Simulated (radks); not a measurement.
Q: The mean radii <r> (bohr) of the occupied orbitals of an atom or ion are listed with their occupations. Method: Dirac Kohn-Sham, PBE, spin-unpolarised, spherical densities, finite nucleus; Fermi nuclear charge, rms radius of each element as measured or else 0.836 A^(1/3) + 0.57 fm; computed with a radial shooting solver on a logarithmic mesh with Libxc functionals.

orbital  occ.      <r>
1s1/2       2  0.02191
2s1/2       2  0.09275
2p1/2       2  0.07746
2p3/2       4  0.08430
3s1/2       2   0.2440
3p1/2       2   0.2336
3p3/2       4   0.2467
3d3/2       4   0.2187
3d5/2       6   0.2228
4s1/2       2   0.5528
4p1/2       2   0.5647
4p3/2       4   0.5942
4d3/2       4   0.6300
4d5/2       6   0.6404
5s1/2       2    1.333
5p1/2       2    1.494
5p3/2       4    1.588
4f5/2       3   0.8579
4f7/2       4   0.8705
6s1/2       1    3.663
5d3/2     0.4    2.522
5d5/2     0.6    2.588

Name the element and its charge. Open shells, if any, are shared by 2j + 1.

A: Z = 64, gadolinium, charge +1: Gd+ in [Xe] 4f7 5d1 6s1. The 1s radius gives Z: for a bare nucleus <r> = (2 gamma + 1)/(2Z) with gamma = sqrt(1 - (Z/c)^2), 0.02163 bohr for Z = 64, and screening makes it slightly larger (0.02191 here). The occupations add up to 63, and the charge is Z minus that.
